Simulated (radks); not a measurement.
Task: The mean radii <r> (bohr) of the occupied orbitals of an atom or ion are listed with their occupations. All-electron calculation, Dirac Kohn-Sham, PBE, spin-unpolarised, spherical densities, finite nucleus; Fermi nuclear charge, rms radius of each element as measured or else 0.836 A^(1/3) + 0.57 fm. Program: a radial shooting solver on a logarithmic mesh with Libxc functionals.

orbital  occ.      <r>
1s1/2       2  0.02363
2s1/2       2   0.1005
2p1/2       2  0.08422
2p3/2       4  0.09063
3s1/2       2   0.2659
3p1/2       2   0.2556
3p3/2       4   0.2681
3d3/2       4   0.2394
3d5/2       6   0.2433
4s1/2       2   0.6074
4p1/2       2   0.6239
4p3/2       4   0.6521
4d3/2       4   0.7017
4d5/2       6   0.7118
5s1/2       2    1.472
5p1/2       2    1.657
5p3/2       4    1.744
4f5/2       4    1.083
6f5/2       1    14.83

Name the element and its charge. Open shells, if any, fill j = l - 1/2 first.

Result: Z = 60, neodymium, charge +1: Nd+ in [Xe] 4f4 6f1. The 1s radius gives Z: for a bare nucleus <r> = (2 gamma + 1)/(2Z) with gamma = sqrt(1 - (Z/c)^2), 0.02332 bohr for Z = 60, and screening makes it slightly larger (0.02363 here). The occupations add up to 59, and the charge is Z minus that.
